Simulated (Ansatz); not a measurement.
Compare A (`O[SiH2]C(O)[SiH3]`) with its isomer B (`CO[SiH2]O[SiH3]`).

Gas-phase electronic energies from Ansatz, PBE0-D4/def2-TZVP geometries. CCSD(T)/CBS is the MP2 limit (def2-TZVPP, def2-QZVPP) plus CCSD(T) − MP2 in def2-TZVPP, frozen cores. DFT in def2-TZVPP. B3LYP here is the variant with VWN-RPA as its local correlation; programs differ in this. One conformer a species, not always the lowest.

(1) Which isomer does CCSD(T)/CBS put lower? Give the gap. (Best estimate.)

(2) Give E(B) − E(A) in kJ/mol with B3LYP-D4, CCSD(T)/def2-TZVPP, HF/def2-TZVPP, CCSD/def2-TZVPP, ωB97M-V, MP2/def2-TZVPP, PBE0-D4. (Estimate.)

Largest T1 diagnostic: 0.012.

## Answers

(1) The calculation gave: B, by 236.4 kJ/mol.

(2) Ansatz gave: B3LYP-D4 -239.6, CCSD(T)/def2-TZVPP -237.1, HF/def2-TZVPP -281.4, CCSD/def2-TZVPP -243.4, ωB97M-V -231.4, MP2/def2-TZVPP -241.7, PBE0-D4 -219.4. None reverses the order clearly.

In def2-TZVPP, CCSD(T) changes the Hartree–Fock value by +44.3 kJ/mol (the triples alone add +6.2 kJ/mol) and MP2 by +39.7 kJ/mol. From PBE to PBE0 (25 % exact exchange), in def2-TZVPP and without D4, E(B) − E(A) moves by −12.1 kJ/mol.
